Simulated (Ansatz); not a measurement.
The same molecule with X = V, Nb, Ta. Ansatz, PBE0-D4/def2-TZVP geometries, multiplicity 1. Each molecule was computed in one conformer, which needn't be the lowest.

Elements past krypton have def2 core potentials. Scalar relativity is left out up to krypton.

```tsv
X	molecule	mean X–Cl bond length / Å	mean X–F bond length / Å	mean X–O bond length / Å	size of the dipole moment (PBE/def2-TZVPP) / D	size of the dipole moment (B3LYP/def2-TZVPP) / D	zero-point energy (PBE0-D4/def2-TZVP) / kJ/mol
Nb	`[O]=[Nb]([OH])([F])[Cl]`	2.296	1.863	1.779	2.39	2.41	52.8
Ta	`[O]=[Ta]([OH])([F])[Cl]`	2.301	1.873	1.799	3.45	3.60	50.7
```

Problem. Give the row for X = V, `[O]=[V]([OH])([F])[Cl]`. (Estimate.)

Solution. Ansatz gave: 
| X | molecule | mean X–Cl bond length / Å | mean X–F bond length / Å | mean X–O bond length / Å | size of the dipole moment (PBE/def2-TZVPP) / D | size of the dipole moment (B3LYP/def2-TZVPP) / D | zero-point energy (PBE0-D4/def2-TZVP) / kJ/mol |
| --- | --- | --- | --- | --- | --- | --- | --- |
| V | `[O]=[V]([OH])([F])[Cl]` | 2.146 | 1.722 | 1.642 | 2.26 | 2.29 | 56.3 |

From V to Ta the mean X–Cl bond length rises at each step, by 0.155 Å in all; the mean X–F bond length rises at each step, by 0.151 Å in all; the mean X–O bond length rises at each step, by 0.157 Å in all; the zero-point energy (PBE0-D4/def2-TZVP) falls at each step, by 5.6 kJ/mol in all. Dipoles are sizes alone, and their direction can turn along the series.

B3LYP here is the variant with VWN-RPA as its local correlation; programs differ in this.
